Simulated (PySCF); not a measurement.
Fill in the blanks.

Species: C₆H₄O₂.
SMILES: `C#C[C@@H]1C=COC1=O`

```csv
property,level,value
point group of the GFN2-xTB geometry,GFN2-xTB,C1
"rotational constants A, B, C of the GFN2-xTB geometry",GFN2-xTB,"3.445, 2.086, 1.443 GHz"
dipole moment,PBE0/def2-SVPD,3.85 D
HOMO energy,PBE0/def2-SVPD,-7.67 eV
LUMO energy,PBE0/def2-SVPD,-0.97 eV
lowest singlet excitation,TDDFT PBE0/def2-SVPD,"5.34 eV (232 nm, f = 0.002)"
strongest line among the 6 lowest singlet transitions,TDDFT PBE0/def2-SVPD,"S6 at 6.78 eV (183 nm, f = 0.085)"
lowest triplet excitation (Tamm–Dancoff),TDA PBE0/def2-SVPD,?
static isotropic polarisability,PBE0/def2-SVPD,69.3 au
electronic spatial extent ⟨r²⟩ about the centre of nuclear charge,PBE0/def2-SVPD,818 bohr²
13C chemical shifts (computed TMS as zero) by class,GIAO PBE0/pcSseg-1,?
1H chemical shifts (computed TMS as zero) by class,GIAO PBE0/pcSseg-1,?
"isotropic shieldings of nuclei other than C and H, by class",GIAO PBE0/pcSseg-1,?
```

Gas-phase values; electronic properties from PySCF, density fitting. Geometry: GFN2-xTB; no solvent, vibrations or thermal averaging.

Question: The isotropic shieldings of nuclei other than C and H, by class?

Answer: -115 (1 O), 64 (1 O) ppm.

Question: Give the lowest triplet excitation (Tamm–Dancoff).

Answer: 4.03 eV.

Question: What are the 13C chemical shifts (computed TMS as zero) by class?

Answer: 177.3 (1 C), 152.6 (1 C), 116.3 (1 C), 81.0 (1 C), 78.8 (1 C), 37.6 (1 C) ppm.

Question: The 1H chemical shifts (computed TMS as zero) by class?

Answer: 6.95 (1 H), 5.65 (1 H), 3.94 (1 H), 1.70 (1 H) ppm.

No computed singlet falls in the visible range (750 to 380 nm, 1.65 to 3.26 eV); S1 lies 2.08 eV above its blue end. The principal polarisabilities are 53.2, 68.9 and 85.8 au; their mean is the isotropic value. The vertical singlet–triplet gap S1 − T1 is 1.31 eV (TDDFT singlet less Tamm–Dancoff triplet; S1: HOMO−1→LUMO, weight 0.63; T1: HOMO→LUMO, weight 0.73).
